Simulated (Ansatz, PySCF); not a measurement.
Species: PbI2, charge 0, multiplicity 1. 
Structure (B3LYP-D3(BJ)/def2-TZVP (Ansatz, a first-principles code) minimum search):
```xyz
3

Pb    -0.0030    -0.0135     1.0149
I      1.1203    -1.8760    -0.8069
I     -1.1156     1.8970    -0.7633
```

Property: atomisation energy (electronic, to ground-state atoms), in kcal/mol. Cores are frozen in the correlated levels unless marked. UHF or UKS for open shells. Spin-orbit coupling is left out. Frozen are the shells of the preceding noble gas and the d and f shells that filled before the atom's block. Past Kr the def2 sets carry scalar-relativistic core potentials. The coupled-cluster limit lacks core correlation, which all-electron functionals hold. Basis-set limits of correlation are two-point, X^-3; Hartree-Fock from the larger set.

```
level                            program  atomisation energy (kcal/mol)
------------------------  --------------  -----------------------------
HF/def2-SVP                       Ansatz                           81.0
HF/def2-SVPD                      Ansatz                           82.4
HF-D4/def2-TZVPD           PySCF + dftd4                           91.9
PBE-D3(BJ)/def2-TZVPD     Ansatz + dftd3                          148.5
r2SCAN/def2-TZVPD                 Ansatz                          141.4
r2SCAN-D3(BJ)/def2-TZVPD  Ansatz + dftd3                          142.2
B3LYP/def2-TZVPD                  Ansatz                          135.0
```

Problem. Estimate the value at CCSD(T)/CBS(def2-TZVPP,def2-QZVPP) as computed with Ansatz.

Solution. 137.7 kcal/mol
